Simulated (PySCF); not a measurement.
Shapes and spin states of VH₃

These are results of PBE0/[V def2-TZVP, H def2-TZVP], no relativity, density fitting, PySCF, not measurements.

Relaxations began from a few typed shapes and spin states; open shells are unrestricted. The search is not exhaustive: other isomers or separated fragments can lie lower, and high-lying points may rest on an excited occupation.

Which is the lowest minimum found?
A. triplet D3h: V–H 1.673 Å (×3); H–V–H 120.0° (×3)
B. singlet (closed shell, unstable to spin polarisation) D3h: V–H 1.657 Å (×3); H–V–H 120.0° (×3)

A. The others lie at 158.7 (singlet D3h) kJ/mol above it.

Formally V is in oxidation state +3, d2, with 2 unpaired electrons (the high-spin count). The Mulliken spin on V is 2.44. The polar-tensor charge on V, 1.21, is far below the formal one.

For the lowest minimum: with open d or f shells other occupations or spin states may lie lower.
